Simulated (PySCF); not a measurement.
Shieldings and the share of exact exchange

Molecule: SMILES NC(=O)C[SiH3], C2H7NOSi.

Molfile (atoms numbered from 1):
```
C2H7NOSi
     RDKit          3D

 12 11  0  0  0  0  0  0  0  0999 V2000
   -1.8218    0.2393    0.5059 N   0  0  0  0  0  0  0  0  0  0  0  0
   -0.9939   -0.7328    0.0298 C   0  0  0  0  0  0  0  0  0  0  0  0
   -1.3654   -1.5744   -0.7594 O   0  0  0  0  0  0  0  0  0  0  0  0
    0.4315   -0.6580    0.5338 C   0  0  0  0  0  0  0  0  0  0  0  0
    1.4702    0.6237   -0.3973 Si  0  0  0  0  0  4  0  0  0  0  0  0
   -1.5095    0.9630    1.1356 H   0  0  0  0  0  0  0  0  0  0  0  0
   -2.7727    0.2631    0.1629 H   0  0  0  0  0  0  0  0  0  0  0  0
    0.8847   -1.6476    0.3800 H   0  0  0  0  0  0  0  0  0  0  0  0
    0.4704   -0.4229    1.6102 H   0  0  0  0  0  0  0  0  0  0  0  0
    1.3788    0.3925   -1.8678 H   0  0  0  0  0  0  0  0  0  0  0  0
    0.9741    2.0013   -0.0884 H   0  0  0  0  0  0  0  0  0  0  0  0
    2.8959    0.5255    0.0380 H   0  0  0  0  0  0  0  0  0  0  0  0
  1  2  1  0
  2  3  2  0
  2  4  1  0
  4  5  1  0
  1  6  1  0
  1  7  1  0
  4  8  1  0
  4  9  1  0
  5 10  1  0
  5 11  1  0
  5 12  1  0
M  END
```

GIAO shieldings (ppm, equivalent atoms averaged) in PySCF 2.14.0 with density-fitted response routines on the PBE0-D3(BJ)/def2-SVP geometry, basis pcSseg-2, gas phase, non-relativistic:

| functional | exact exchange (%) | σ(N1) | σ(Si5) |
| --- | --- | --- | --- |
| BLYP | 0 | 142.4 | 377.3 |
| BP86 | 0 | 144.7 | 388.0 |
| PBE | 0 | 145.2 | 389.7 |
| B3LYP | 20 | 146.5 | 389.4 |
| mPW1PW91 | 25 | 149.5 | 402.4 |
| BHandHLYP | 50 | 153.4 | 407.0 |
| HF | 100 | 165.5 | 439.2 |

Q: Fit each shielding as a line in the percentage of exact exchange.

A: σ(N1) = 143.7 + 0.21 x (rms 1.1 ppm); σ(Si5) = 384.2 + 0.53 x (rms 4.8 ppm). The functionals also differ in their semilocal parts, which the line can't hold; Hartree–Fock has no correlation at all.

Q: What does the line predict for PBE0 (25 %), and what does the run give?

A: σ(N1): 148.9 predicted, 150.4 computed; σ(Si5): 397.4 predicted, 404.2 computed ppm.
